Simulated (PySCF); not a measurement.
# Two-component Hartree-Fock for Al (aluminium, neutral)

Start: [Ne] 3s2 3p1; 3p1/2 filled at m_j = +1/2. Calculated with PySCF 2.14 in x2c-SVPall-2c (4s4p1d, 21 functions): generalised Hartree-Fock with the X2C-1e Hamiltonian and a Gaussian nucleus; one run each with spin-orbit coupling (SO) switched off, then screened by Boettger's factors.

```
spinor shell  electrons  ε, spin-free (eV)  ε, screened SO (eV)  weight of nominal j (screened SO)  rms radius, screened SO (bohr)
       1s1/2          2            -1594.0              -1594.0                              1.000                           0.139
       2s1/2          2            -133.77              -133.76                              1.000                           0.677
       2p1/2          2            -87.269              -87.701                              0.987                           0.672
       3s1/2          2            -10.608              -10.605                              0.997                            2.82
       3p1/2          1             -5.891               -5.901                              0.923                            3.58
```

(1) Where does 2p3/2 lie, and what is the 2p spin-orbit splitting (screened SO)?

| quantity | spin-free | screened SO |
| --- | --- | --- |
| E (hartree) | -242.21990 | -242.22034 |
| M_J | 1/2 | 1/2 |
| ⟨J²⟩ | 1.033 | 0.993 |
| ⟨L²⟩ | 2.034 | 2.035 |
| ⟨S²⟩ | 0.762 | 0.762 |

Each row is a mean over spinors that exchange with the open shell spreads, by up to 0.419 eV (2p1/2).

⟨J²⟩ departs a little from M_J(M_J + 1) because the unrestricted spinors polarise the closed shells.

Without spin-orbit coupling the j labels of p, d and f shells carry no meaning; the spin-free column gives the mean over the occupied spinors of each nl shell, and its ⟨J²⟩ belongs to a mixture of degenerate components.

## Answers

(1) At -87.041 eV, 0.659 eV above 2p1/2.
